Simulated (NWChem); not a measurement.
## iminoborane (H2BN) in NWChem

```xyz
4

B      0.0000     0.0000    -0.7011
N      0.0000     0.0000     0.5488
H      0.0000     0.0000    -1.8910
H      0.0000     0.0000     1.5544
```
Charge 0, spin multiplicity 1.

Everything below was run with NWChem. All single points use one geometry, from PBE/def2-SVP, a minimum by its harmonic frequencies.

No SCF solution was tested for a lower state.

Worked example. At CAM-B3LYP/def2-TZVP the parent has a total energy of -80.79178 Ha and the doublet with one electron less, at the same geometry, -80.37720 Ha. The vertical ionisation energy is their difference.

ΔE = -80.37720 − (-80.79178) = 0.41458 Ha. Times 27.2114 eV/Ha this is 11.28 eV, or 1088 kJ/mol; λ = 1239.84/11.28 = 109.9 nm. No relaxation of the ion's geometry and no zero-point term enter.
